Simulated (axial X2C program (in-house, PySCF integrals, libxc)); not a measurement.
**Ω levels of NbH from open-shell CI on d3 s1 p(π)0**

Calculated with an axial X2C code built on PySCF integrals: two-component X2C with atomic mean-field Coulomb and Gaunt terms, basis Nb dyall-v3z, H dyall-v3z (cores contracted in-house). Orbitals come from Hartree–Fock averaged over the configuration Nb d3 s1 p(π)0; CI then distributes these electrons over the d, s, p(π) shells of Nb. The speed of light was multiplied by 2, so these are model numbers.

R = 1.910 Å (near the minimum of the configuration average).

Active spinors (ω > 0):

```csv
shell,ω,ε (eV),character
d,3/2,-1.43,100% Nb d
d,5/2,-1.41,100% Nb d
d,1/2,-1.09,98% Nb d
d,3/2,-1.08,98% Nb d
d,1/2,-0.86,"77% Nb d, 10% Nb p, 7% Nb s"
s,1/2,-2.50,"58% Nb s, 40% Nb p"
p(π),1/2,1.07,98% Nb p
p(π),3/2,1.07,98% Nb p
```

Lowest levels of this model:

```tsv
Ω	energy (cm⁻¹)	g∥	μ (D)	configuration
0	0	0.00	-1.58	86% d3 s1 + 13% d4
0	0	0.00	-1.58	86% d3 s1 + 13% d4
1	48	0.03	-1.58	86% d3 s1 + 13% d4
2	101	4.04	-1.58	86% d3 s1 + 13% d4
3	159	8.03	-1.58	86% d3 s1 + 13% d4
4	222	12.01	-1.58	86% d3 s1 + 13% d4
1	687	6.00	-1.78	85% d3 s1 + 14% d4
0	719	0.00	-1.78	85% d3 s1 + 14% d4
0	725	0.00	-1.79	85% d3 s1 + 14% d4
1	754	1.97	-1.78	85% d3 s1 + 14% d4
2	783	5.97	-1.79	85% d3 s1 + 14% d4
3	810	9.98	-1.79	85% d3 s1 + 14% d4
2	4930	8.01	-0.47	99% d3 s1
1	4932	4.00	-0.47	99% d3 s1
0	4932	0.00	-0.47	99% d3 s1
2	6636	2.00	-0.38	99% d3 s1
3	6724	6.00	-0.38	99% d3 s1
4	6811	10.00	-0.38	99% d3 s1
5	6898	14.01	-0.38	99% d3 s1
0	7099	0.00	-1.05	84% d3 s1 + 7% d2 s2
0	7154	0.00	-1.03	85% d3 s1 + 6% d2 s2
0	7657	0.00	-1.25	78% d3 s1 + 13% d2 s2
3	8030	6.04	-2.16	72% d3 s1 + 16% d2 s2
4	8193	10.00	-2.18	72% d3 s1 + 16% d2 s2
4	12744	7.87	-1.63	80% d3 s1 + 15% d4
5	12840	11.83	-1.62	81% d3 s1 + 15% d4
5	13202	10.17	-1.18	92% d3 s1 + 6% d4
6	13227	14.00	-1.13	94% d3 s1 + 6% d4
5	16992	10.00	-1.70	90% d3 s1 + 8% d4
6	21831	16.01	-4.82	84% d3 p(π)1 + 16% d2 s1 p(π)1
```

g∥ is the magnitude of 2⟨Lz + ge Sz⟩ for the +Ω component. μ is positive if the H end is positive.

This point took 0.46 s on 1 thread of Intel(R) Xeon(R) Platinum 8488C (Sapphire Rapids), on a shared host.

Dynamic correlation is missing, so gaps between terms are too wide and other configurations may lie lower; the lowest level listed is that of this model, not necessarily the ground state. For d shells the ligand-field splittings (σ, π, δ) and their order can be off by a thousand cm⁻¹ or more. At most 4 roots were kept for each Ω > 0 (twice that for Ω = 0) within 3.2 eV of the lowest, so higher up levels can be missing between those listed; levels with Ω > 0 are doubly degenerate and listed once, Ω = 0 levels singly. Some active spinors are only partly of the character that their shell is named for, so the shell names and counts are nominal. States that fill the shells left empty in the average are placed too high.
